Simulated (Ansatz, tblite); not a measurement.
Cost and result up the ladder for diphenyliodonium cyclic bis(sulfonyl)imide (C15H10F6INO4S2) (39 atoms). Charge 0, multiplicity 1. Geometry: PBE-D4/def2-SVP.

```xyz
39

O    -2.140    0.329    1.233
S    -0.730    0.068    1.613
O    -0.441   -0.899    2.697
N     0.109   -0.102    0.222
S     1.732   -0.277    0.267
O     2.201   -0.278   -1.141
O     2.277   -1.279    1.210
C     2.267    1.390    1.011
F     3.593    1.354    1.260
F     2.022    2.375    0.111
C     1.522    1.725    2.339
F     1.918    0.850    3.288
F     1.905    2.980    2.720
C    -0.036    1.712    2.270
F    -0.523    1.930    3.510
F    -0.446    2.720    1.459
C    -0.482    3.047   -1.653
C    -1.740    2.559   -1.271
C    -2.151    1.277   -1.659
C    -1.259    0.537   -2.439
I    -1.814   -1.466   -2.945
C    -1.046   -2.539   -1.264
C    -1.870   -2.655   -0.141
C    -1.304   -3.237    1.003
C     0.032   -3.663    0.996
C     0.819   -3.533   -0.156
C     0.287   -2.956   -1.319
C     0.007    0.977   -2.835
C     0.385    2.264   -2.429
H    -0.157    4.040   -1.311
H    -2.400    3.156   -0.626
H    -3.110    0.870   -1.315
H    -2.894   -2.260   -0.120
H    -1.902   -3.300    1.922
H     0.478   -4.064    1.916
H     1.878   -3.828   -0.142
H     0.918   -2.793   -2.202
H     0.704    0.339   -3.392
H     1.388    2.630   -2.690
```

Ansatz on 2 threads of AMD EPYC 7R13 on a shared host and a share (18 GiB) of an NVIDIA H100 80GB HBM3; xTB runs through tblite on one thread. Times are rough, summed over both states, and most runs start from the orbitals of an earlier one. PBE0-D4/def2-TZVP serves as the yardstick here, not as an exact answer. The other state is a triplet.

In the def2 sets I takes a core potential; there is no spin–orbit coupling. The xTB rows come from tblite. Single mean-field runs in def2-TZVP are fitted with def2-universal-jkfit. HOMO above LUMO, or a gap near zero within one spin, warns that the state may not be the lowest or that an electron is smeared out.

xTB has no spin-polarisation term.

| level | functions | wall time |
| --- | --- | --- |
| GFN2-xTB | 141 | 0.39 s |
| GFN1-xTB | 151 | 0.4 s |
| PBE-D4/def2-TZVP | 990 | 43 s |
| PBE0-D4/def2-TZVP | 990 | 63 s |

Q: Estimate what each level gives for the vertical triplet (eV).

A: 
| level | vertical triplet (eV) | difference from PBE0-D4/def2-TZVP (eV) | remarks |
| --- | --- | --- | --- |
| GFN2-xTB | 3.51 | -0.27 | – |
| GFN1-xTB | 3.58 | -0.19 | – |
| PBE-D4/def2-TZVP | 3.38 | -0.39 | gap within one spin near zero (triplet) |
| PBE0-D4/def2-TZVP | 3.78 | 0.00 | – |
